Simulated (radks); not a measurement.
Problem. Pr2+, 57 electrons, occupied as [Xe] 4f3. All-electron calculation, Dirac Kohn-Sham, LDA (Slater exchange, Perdew-Zunger correlation), spin-unpolarised, spherical densities, finite nucleus; open shells are shared between the two j in proportion to 2j + 1; Fermi nuclear charge, rms radius 4.8919 fm. Program: a radial shooting solver on a logarithmic mesh with Libxc functionals. Some entries of the table are withheld. Estimate them.

orbital,occ.,eigenvalue (eV),<r^2> (bohr^2)
1s1/2,2,(1),0.0007908
2s1/2,2,-6724.808,0.01249
2p1/2,2,(2),0.009138
2p3/2,4,(3),0.01039
3s1/2,2,-1460.207,0.08488
3p1/2,2,-1304.439,0.07976
3p3/2,4,-1209.064,0.08723
3d3/2,4,-936.0741,0.07102
3d5/2,6,-915.4933,0.07313
4s1/2,2,-299.9568,0.4382
4p1/2,2,-241.6655,(4)
4p3/2,4,-221.0027,(5)
4d3/2,4,-125.1060,0.6059
4d5/2,6,-121.4842,0.6230
5s1/2,2,-51.9143,2.544
5p1/2,2,(6),3.247
5p3/2,4,(7),3.584
4f5/2,1.28571,-14.3086,1.737
4f7/2,1.71429,-13.9588,1.792

Solution. 
(1) 1s1/2 eigenvalue (eV): -41745.06
(2) 2p1/2 eigenvalue (eV): -6359.588
(3) 2p3/2 eigenvalue (eV): -5877.957
(4) 4p1/2 <r^2> (bohr^2): 0.4671
(5) 4p3/2 <r^2> (bohr^2): 0.5090
(6) 5p1/2 eigenvalue (eV): -36.2905
(7) 5p3/2 eigenvalue (eV): -33.4225
